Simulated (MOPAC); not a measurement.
Input file for MOPAC: PM7 on FHPbS (SMILES [F][Pb][SH]), a point of a torsion scan.

```
PM7 1SCF PRECISE CHARGE=0 THREADS=1
FHPbS

F      1.90804784 1    -0.80175837 1    -0.10504928 1
Pb     1.00151747 1     1.03266920 1    -0.59430491 1
S     -1.44532733 1     0.36148936 1    -0.54816112 1
H     -1.54190400 1    -0.05914450 1     0.70098184 1
```

Output:

```
*******************************************************************************
 **                                                                           **
 **                              MOPAC v23.2.5                                **
 **                                                                           **
 *******************************************************************************
 ** MOPAC's Digital Object Identifier: https://doi.org/10.5281/zenodo.6511958 **
 **                                                                           **
 ** Please cite the open-source release paper for use of this MOPAC version:  **
 ** J. E. Moussa and J. J. P. Stewart (2026)                                  **
 ** MOPAC: An open-source semiempirical molecular orbital program             **
 ** J. Open Source Softw., 11(119), 8025, https://doi.org/10.21105/joss.08025 **
 *******************************************************************************

                              PM7 CALCULATION RESULTS

 *******************************************************************************
 *  PM7        - The PM7 Hamiltonian to be used
 *
 *
 *
 *                 CHARGE ON SYSTEM = 0
 *
 *
 *
 *  PRECISE    - TIGHTER CRITERIA TO BE USED
 *  1SCF       - DO 1 SCF AND THEN STOP
 *  THREADS=1  - MULTI-THREADING NOT USED
 *  T=         - A TIME OF 172800.0 SECONDS REQUESTED
 *  DUMP=N     - RESTART FILE WRITTEN EVERY 7200.0 SECONDS REQUESTED
 *******************************************************************************
PM7 1SCF PRECISE CHARGE=0 THREADS=1
 FHPbS

   ATOM   CHEMICAL          X               Y               Z
  NUMBER   SYMBOL      (ANGSTROMS)     (ANGSTROMS)     (ANGSTROMS)

     1       F          1.90804784  *  -0.80175837  *  -0.10504928  *
     2      Pb          1.00151747  *   1.03266920  *  -0.59430491  *
     3       S         -1.44532733  *   0.36148936  *  -0.54816112  *
     4       H         -1.54190400  *  -0.05914450  *   0.70098184  *



          CARTESIAN COORDINATES

    NO.       ATOM           X           Y           Z

     1         F          1.9080     -0.8018     -0.1050
     2        Pb          1.0015      1.0327     -0.5943
     3         S         -1.4453      0.3615     -0.5482
     4         H         -1.5419     -0.0591      0.7010

 General Reference for PM7:
 "Optimization of Parameters for Semiempirical Methods VI: More Modifications to the
 NDDO Approximations and Re-optimization of Parameters", J. J. P. Stewart, J. Mol. Mod., 1:32, 19 (2013)
 https://link.springer.com/article/10.1007/s00894-012-1667-x

           Empirical Formula: H F Pb S  =     4 atoms



      MOLECULAR POINT GROUP   :   C1


      RHF CALCULATION, NO. OF DOUBLY OCCUPIED LEVELS = 9


 -------------------------------------------------------------------------------
 PM7 1SCF PRECISE CHARGE=0 THREADS=1
 FHPbS



     1SCF WAS SPECIFIED, SO BFGS WAS NOT USED
     SCF FIELD WAS ACHIEVED


                              PM7 CALCULATION
                                                       MOPAC v23.2.5 Linux




          FINAL HEAT OF FORMATION =        -50.05235 KCAL/MOL =    -209.41904 KJ/MOL


          COSMO AREA              =        112.19 SQUARE ANGSTROMS
          COSMO VOLUME            =         99.95 CUBIC ANGSTROMS

          IONIZATION POTENTIAL    =          9.297771 EV
          HOMO LUMO ENERGIES (EV) =         -9.298 -1.516
          NO. OF FILLED LEVELS    =          9
          MOLECULAR WEIGHT        =        259.2663         POINT GROUP:  C1

          MOLECULAR DIMENSIONS (Angstroms)

            Atom       Atom       Distance
            H     4    F     1     3.61985
            F     1   Pb     2     1.77378
            S     3   Pb     2     0.91410


          SCF CALCULATIONS        =          1





   ATOM   CHEMICAL          X               Y               Z
  NUMBER   SYMBOL      (ANGSTROMS)     (ANGSTROMS)     (ANGSTROMS)

     1       F          1.90804784  *  -0.80175837  *  -0.10504928  *
     2      Pb          1.00151747  *   1.03266920  *  -0.59430491  *
     3       S         -1.44532733  *   0.36148936  *  -0.54816112  *
     4       H         -1.54190400  *  -0.05914450  *   0.70098184  *

                             CARTESIAN COORDINATES

   1    F        1.908047840    -0.801758370    -0.105049280
   2   Pb        1.001517470     1.032669200    -0.594304910
   3    S       -1.445327330     0.361489360    -0.548161120
   4    H       -1.541904000    -0.059144500     0.700981840


           Empirical Formula: H F Pb S  =     4 atoms



      MOLECULAR POINT GROUP   :   C1


                  EIGENVALUES
 -35.80105 -26.04986 -18.45388 -13.19986 -13.11519 -12.90860 -12.10983  -9.47548
  -9.29777  -1.51581  -0.74835  -0.62462  -0.20593  -0.06199   0.00604   0.08688
   0.15481   3.46858


              NET ATOMIC CHARGES AND DIPOLE CONTRIBUTIONS

  ATOM NO.   TYPE          CHARGE      No. of ELECS.   s-Pop       p-Pop       d-Pop
    1          F          -0.577749        7.5777     1.99158     5.58617
    2         Pb           0.967853        3.0321     1.93993     1.09222
    3          S          -0.583685        6.5837     1.91932     4.55513     0.10924
    4          H           0.193581        0.8064     0.80642
 DIPOLE           X         Y         Z       TOTAL
 POINT-CHG.     1.979     5.957    -0.283     6.284
 HYBRID        -0.851    -0.814     0.306     1.217
 SUM            1.129     5.143     0.023     5.265


          ATOMIC ORBITAL ELECTRON POPULATIONS

     Atom    s        px        py        pz      x^2-y^2     xz        z^2       yz        xy
    1  F   1.99158   1.91586   1.70789   1.96242
    2 Pb   1.93993   0.57731   0.45174   0.06317
    3  S   1.91932   1.42856   1.85219   1.27438   0.01864   0.00211   0.06034   0.02012   0.00802
    4  H   0.80642

 **********************
 *                    *
 * JOB ENDED NORMALLY *
 *                    *
 **********************




 == MOPAC DONE ==
```

The run finished.

Cost: roughly 0.04 core-seconds.
